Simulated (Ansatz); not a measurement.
The first iterations of a band of C4H12Si2 (18 atoms, charge 0, multiplicity 1).

Level of theory: RKS B3LYP/6-31G* (Ansatz).

```
movable images  : 5
climbing image  : yes
spring          : 5.0 eV/Å²
optimiser       : quadratic models (default)
start path      : through a guess of the saddle point
force threshold : 0.05 eV/Å
iteration limit : 60
end points      : relaxed
```

Image 0:

```xyz
18
Properties=species:S:1:pos:R:3
C 1.099 1.247 -1.388
C 0.772 0.915 -0.130
C 0.951 1.896 1.009
Si 0.080 -0.800 0.264
C 0.190 -1.970 -1.222
Si -2.148 -0.649 1.026
H 0.986 0.563 -2.225
H 1.502 2.230 -1.634
H 1.364 2.850 0.659
H -0.001 2.107 1.514
H 1.627 1.495 1.776
H 0.887 -1.368 1.390
H 1.223 -2.055 -1.579
H -0.154 -2.973 -0.946
H -0.431 -1.624 -2.056
H -2.640 -1.972 1.508
H -2.285 0.320 2.152
H -3.061 -0.200 -0.066
```

Image 6:

```xyz
18
Properties=species:S:1:pos:R:3
C 1.062 1.269 -1.410
C 0.750 0.933 -0.150
C 0.902 1.925 0.984
Si 0.111 -0.800 0.254
C 0.193 -1.955 -1.247
Si -2.089 -0.711 1.101
H 0.962 0.579 -2.245
H 1.440 2.261 -1.662
H 1.575 1.540 1.762
H 1.305 2.882 0.631
H -0.059 2.125 1.475
H 0.969 -1.359 1.345
H 1.214 -2.017 -1.639
H -0.122 -2.967 -0.969
H -0.462 -1.613 -2.056
H -2.541 -2.058 1.557
H -2.198 0.218 2.263
H -3.051 -0.244 0.060
```

| iteration | highest image above the first end (eV) | largest band force component (eV/Å) |
| --- | --- | --- |
| 1 | 38.698 | 130.848 |
| 2 | 11.211 | 29.572 |
| 3 | 6.123 | 15.665 |
| 4 | 2.502 | 7.678 |
| 5 | 0.677 | 2.744 |

Task: Does the band converge within its limit, and where does its top end?

Result: The run converged. It ended after 16 iterations with the highest image 0.075 eV above the first end. The profile has 2 maxima (images 2, 5) with wells between them (image 3): this band takes more than one step, which may be the mechanism or a detour left from its start path. A vibrational analysis at the climbing image gives one clearly imaginary mode, 185i cm⁻¹: a first-order saddle point.

The run took 2.6 min on 2 threads of AMD EPYC 9R45 96-Core Processor (Zen 5), with other jobs on the host, peak memory 0.37 GiB.
